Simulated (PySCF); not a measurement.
Two species compared at the same levels of theory.

First species: CH6ClGeP.
Geometry (PBE0-D3(BJ)/def2-SVP, Å), atoms numbered from 1 in this order:
```
atom  x, y, z in Å
P1     1.4210   -0.9421   -1.4825
Ge2   -0.5942    0.1238   -1.0567
C3    -1.9185   -1.1371   -0.3168
Cl4   -2.2117   -2.4727   -1.4667
H5     1.5225   -1.4363   -0.1445
H6     0.7554   -2.1152   -1.9546
H7    -0.3717    1.2624   -0.0386
H8    -1.1533    0.7017   -2.3679
H9    -1.5557   -1.5733    0.6243
H10   -2.8787   -0.6383   -0.1237
```

Second species: C3H4BBr.
SMILES: `CC#CBBr`

Levels: B3LYP/def2-SVPD for dipole moment, HOMO energy, LUMO energy, HOMO–LUMO gap, static isotropic polarisability and electronic spatial extent ⟨r²⟩ about the centre of nuclear charge; TDDFT B3LYP/def2-SVPD for lowest singlet excitation; TDA B3LYP/def2-SVPD for lowest triplet excitation (Tamm–Dancoff); ΔSCF B3LYP/def2-SVPD for vertical ionisation energy; PBE0-D3(BJ)/def2-SVP for rotational constant A and rotational constant C. Geometries: PBE0-D3(BJ)/def2-SVP. Each structure is a single optimised conformer of the isolated species, non-relativistic unless stated; the electronic structure was computed with PySCF and density fitting.

Dipoles, sizes and rotational constants follow the conformer. The torsions of the flexible species, by atom-mapped SMILES:
- `[PH2:1][GeH2:2][CH2:3][Cl:4]`: P1–Ge2–C3–Cl4 -60°, H–P1–Ge2–C3 -54°, H–P1–Ge2–C3 39°

Q: Which of the two has the higher static isotropic polarisability, and by how much?

A: The first: 87.4 au against 77.9 au, a difference of 9.5 au.

Q: Which has the higher LUMO energy?

A: The first: -0.37 eV against -2.35 eV, a difference of 1.98 eV.

Q: Which of the two has the higher rotational constant C, and by how much?

A: The first: 1.172 GHz against 0.936 GHz, a difference of 0.236 GHz.

Q: Which has the higher vertical ionisation energy?

A: The second: 9.94 eV against 9.45 eV, a difference of 0.49 eV.

Q: Which of the two has the higher ⟨r²⟩, and by how much?

A: The second: 1128 bohr² against 941 bohr², a difference of 187 bohr².

Q: Which has the higher T1 energy?

A: The first: 5.40 eV against 3.68 eV, a difference of 1.72 eV.

Q: Which has the higher HOMO energy?

A: The first: -7.36 eV against -7.64 eV, a difference of 0.28 eV.

Q: Which of the two has the higher rotational constant A, and by how much?

A: The second: 17.885 GHz against 3.623 GHz, a difference of 14.262 GHz.

On the first: In wavenumbers S1 is 49600 cm⁻¹ (1 eV = 8065.54 cm⁻¹). Relativistic effects, spin–orbit coupling among them, are left out although an element past zinc is present.

On the second: No computed singlet falls in the visible range (750 to 380 nm, 1.65 to 3.26 eV); S1 lies 0.67 eV above its blue end. The ΔSCF ionisation energy exceeds −ε(HOMO) by 2.30 eV with B3LYP. The calculation is non-relativistic and has no spin–orbit coupling, an omission that weighs most on bromine.
